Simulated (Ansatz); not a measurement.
`[NH2][GeH]1[CH2][SiH2]1` and `[CH2]1[SiH2][GeH2]1` differ in one atom or group.

Ansatz, PBE0-D4/def2-TZVP geometries, multiplicity 1. Each molecule was computed in one conformer, which needn't be the lowest.

Scalar relativity is left out up to krypton.

| property | `[NH2][GeH]1[CH2][SiH2]1` |
| --- | --- |
| HOMO energy (B3LYP/def2-TZVPP) / eV | -6.26 |
| zero-point energy (PBE0-D4/def2-TZVP) / kJ/mol | 199.8 |
| HOMO–LUMO gap (ωB97M-V/def2-TZVPP) / eV | 10.00 |
| LUMO energy (ωB97M-V/def2-TZVPP) / eV | 1.54 |
| HOMO–LUMO gap (PBE/def2-TZVPP) / eV | 4.42 |
| LUMO energy (PBE/def2-TZVPP) / eV | -1.03 |

What does the change do to each property? (An estimate is asked.)

The calculation gave: 
| property | `[CH2]1[SiH2][GeH2]1` | shift |
| --- | --- | --- |
| HOMO energy (B3LYP/def2-TZVPP) / eV | -6.41 | -0.15 |
| zero-point energy (PBE0-D4/def2-TZVP) / kJ/mol | 151.5 | -48.3 |
| HOMO–LUMO gap (ωB97M-V/def2-TZVPP) / eV | 10.03 | 0.03 |
| LUMO energy (ωB97M-V/def2-TZVPP) / eV | 1.43 | -0.11 |
| HOMO–LUMO gap (PBE/def2-TZVPP) / eV | 4.53 | 0.11 |
| LUMO energy (PBE/def2-TZVPP) / eV | -1.10 | -0.07 |

With PBE0 the HOMO falls by 0.15 eV and the LUMO falls by 0.09 eV, so the gap widens by about 0.06 eV. PBE moves the HOMO by -0.18 eV and ωB97M-V by -0.14 eV. The zero-point energy changes by -48.3 kJ/mol with -6 modes.

Positive LUMOs are unbound, so they and the gaps depend on the basis.

B3LYP here is the variant with VWN-RPA as its local correlation; programs differ in this.
